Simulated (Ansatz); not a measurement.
Calculated with Ansatz (gas phase, PBE0-D4/def2-TZVP geometries, no zero-point term in ΔE). CBS: MP2 limit from def2 TZ/QZ plus the TZ coupled-cluster correction, frozen cores. Functionals use def2-TZVPP. For Ga, Zn outer-core shells are correlated without core-valence functions, which leaves a few kJ/mol of doubt a bond. Scalar relativity is left out up to krypton. One conformer a species, not always the lowest.

`N[CH2][GaH][OH]` + `[BH2][Zn][SiH3]` → `[BH2][GaH][OH]` + `N[CH2][Zn][SiH3]`  (redistribution)

`N[CH2][GaH][OH]`:

Z-matrix (Å, degrees):
```
C
Ga 1 1.994
N 1 1.463 2 117.1
H 1 1.095 2 108.7 3 -123.5
H 1 1.095 2 108.6 3 123.4
O 2 1.796 1 121.5 3 178.8
H 2 1.568 1 125.6 3 -1.1
H 3 1.012 1 111.0 2 -59.1
H 3 1.012 1 111.0 2 58.8
H 6 0.959 2 114.6 1 0.0
```

`[BH2][Zn][SiH3]`:

Cartesian coordinates in Å:
```
B 1.719 0.260 -1.875
Zn 0.314 0.045 -0.342
Si -1.297 -0.197 1.415
H 1.593 -0.267 -2.946
H 2.714 0.920 -1.753
H -1.734 1.119 1.971
H -2.538 -0.893 0.961
H -0.770 -0.986 2.568
```

`[BH2][GaH][OH]`:

Cartesian coordinates in Å:
```
B -1.049 -0.196 -0.878
Ga 0.119 -0.031 0.838
O 1.857 0.409 0.698
H -1.165 -1.231 -1.468
H -1.650 0.737 -1.328
H -0.275 -0.237 2.339
H 2.162 0.549 -0.201
```

`N[CH2][Zn][SiH3]`:

```xyz
11

N    -1.263   -1.858    1.174
C     0.046   -1.708    0.515
Zn    0.444    0.088   -0.236
Si    0.748    2.305   -1.074
H    -1.358   -1.211    1.947
H    -2.020   -1.655    0.534
H     0.114   -2.462   -0.275
H     0.821   -1.988    1.234
H     0.673    3.336    0.003
H    -0.282    2.676   -2.089
H     2.076    2.477   -1.734
```

```
           species  PBE energy (Eh)
 `N[CH2][GaH][OH]`      -2096.13452
 `[BH2][Zn][SiH3]`      -2096.22402
  `[BH2][GaH][OH]`      -2026.92881
`N[CH2][Zn][SiH3]`      -2165.43041
```

Work out ΔE.

ΔE = (-2026.92881) + (-2165.43041) − (-2096.13452) − (-2096.22402) = -0.00068 Eh = -0.4 kcal/mol. CCSD(T)/CBS gives +1.0 kcal/mol.

Largest T1 diagnostic among the species: 0.015.

In def2-TZVPP, CCSD(T) changes the Hartree–Fock value by −1.5 kcal/mol (the triples alone add −0.3 kcal/mol) and MP2 by −1.8 kcal/mol. From PBE to PBE0 (25 % exact exchange), in def2-TZVPP and without D4, ΔE moves by +1.1 kcal/mol.
